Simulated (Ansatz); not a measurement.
Saddle point of AlH2Cl3O2, closed shell (AlH₂Cl₃O₂ ([OH][OH][Al]([Cl])([Cl])[Cl]) → AlH₂Cl₃O₂ ([Cl][Al]1([Cl])([ClH])[O][OH]1); bonds formed: Al1–O7, Cl2–H5; dative contacts that become bonds: Al1–O6; bonds broken: H5–O6; bonds weakened to dative contacts: Al1–Cl2), PBE0-D4/def2-TZVP structure:

```xyz
8
angstrom
Al -0.3665 -0.7846 -0.1779
Cl -2.0787 0.9215 -0.6143
Cl -0.0456 -1.8274 -1.9543
Cl -1.0169 -1.8235 1.5038
H -1.0031 1.5133 -0.0943
O 0.5183 0.7254 0.0509
O 1.6312 0.4819 0.9181
H 2.3614 0.7933 0.3682
```

Energies are electronic, without zero-point energy. Barriers and step energies count from the start structure reached by relaxing down the imaginary mode; all methods use the PBE0-D4 structures, on which another method's saddle can fall below an end. Ansatz 0.2.0; basis: def2-TZVPP, with def2-QZVPP for the basis limit; cores frozen in the correlated methods. B3LYP uses VWN-RPA correlation. Extrapolation: Hartree–Fock as exp(−7.88 √X), correlation as X^−2.97.

| method | barrier (kJ/mol) | step energy (kJ/mol) |
| --- | --- | --- |
| SPW92 | 102.7 | 96.0 |
| PBE-D4 | 101.9 | 86.9 |
| BLYP-D4 | 98.8 | 81.9 |
| r2SCAN-D4 | 111.3 | 89.3 |
| B97M-V | 115.7 | 89.8 |
| PBE0-D4 | ? | 96.1 |
| B3LYP-D4 | 109.6 | 90.1 |
| r2SCAN0-D4 | 120.2 | 96.6 |
| BHLYP-D4 | 123.2 | 99.5 |
| CAM-B3LYP-D4 | 113.0 | 93.3 |
| wB97X-V | 116.5 | 92.0 |
| wB97M-V | ? | 90.1 |
| B2PLYP | 110.4 | 87.9 |
| PBE-QIDH | 119.5 | 96.0 |
| RPA on PBE | ? | 73.8 |
| HF | 139.0 | 106.6 |
| MP2 | 111.6 | 87.0 |
| CCSD | 117.1 | 87.6 |
| CCSD(T) | 113.4 | 84.1 |

(1) Fill in the withheld barriers. (An estimate is asked for; the value comes from the calculation.)

T1 diagnostic: at most 0.012.

Answers

(1) Computed: PBE0-D4 114.9; wB97M-V 116.0; RPA on PBE 107.4 kJ/mol. Each is the energy of the saddle less that of the start structure, by the same method.

For comparison, the barrier by CCSD(T) at an estimated basis limit (MP2 extrapolated from triple and quadruple zeta, plus CCSD(T) − MP2 in triple zeta) is 117.1 kJ/mol.

Labels in which every atom is bracketed show which atoms are joined, not bond orders.

For scale, one of the runs: CCSD(T)/def2-TZVPP, 258 basis functions, launched by `ansatz run in.yaml --threads 8 --pin off --events-out ev --progress --plain --max-ram 19148MiB`. The run took 2.4 min on 8 CPU threads of an Intel Xeon (shared host), with 5.6 GiB of host memory at its peak.
